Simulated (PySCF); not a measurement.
MO for M along group 14

PBE with triple-zeta basis sets in PySCF, for the lowest determinant that a PBE0 search found; no spin–orbit coupling. De refers to high-spin ground-configuration atoms. A positive dipole means M(−)O(+).

```tsv
M	basis	state (unpaired electrons)	Re (Å)	ωe (cm⁻¹)	De (eV)	μ (D)
C	def2-TZVPP	singlet (closed shell)	1.136	2130	11.66	0.21
Si	def2-TZVPP	singlet (closed shell)	1.529	1197	8.49	-2.84
Ge	def2-TZVPP	singlet (closed shell)	1.647	956	7.33	-3.12
Sn	def2-TZVPP	singlet (closed shell)	1.848	806	6.17	-3.92
Pb	x2c-TZVPPall	singlet (closed shell)	1.933	732	5.65	-4.29
```

(1) By what factor does the harmonic wavenumber vary along the series?

The rows differ in basis set, which adds steps of its own.

Down a group the atoms grow and get heavier, so bonds lengthen and wavenumbers fall; this series shows no clear exception.

These are scalar-relativistic numbers at best; spin–orbit coupling would shift them, the dissociation energy most.

Results:

(1) At PBE it runs from 732 cm⁻¹ (PbO) to 2130 cm⁻¹ (CO), a factor of 2.91.
